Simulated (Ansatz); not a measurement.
```csv
atom,x (Å),y (Å),z (Å)
B,0.0392,-0.0280,-0.8251
F,-0.0072,0.0157,0.4980
```

Basis set: aug-cc-pVDZ (spherical functions). Frozen core: 2 orbitals. Charge 0, multiplicity 1.

Computed with Ansatz (development build ahead of 0.2.0); each method stands on the lowest determinant of its kind that the runs found. Restricted open shells among the atoms or ions are ROHF, correlated in semicanonical orbitals with singles.

(1) Give the atomization energy at this shape (free ground-state atoms in the same class of orbitals less the molecule, no zero-point energy) of singlet BF by RHF-MP2, RHF.

## Answers

(1)

```csv
method,atomization energy
RHF-MP2,7.55 eV
RHF,5.69 eV
```
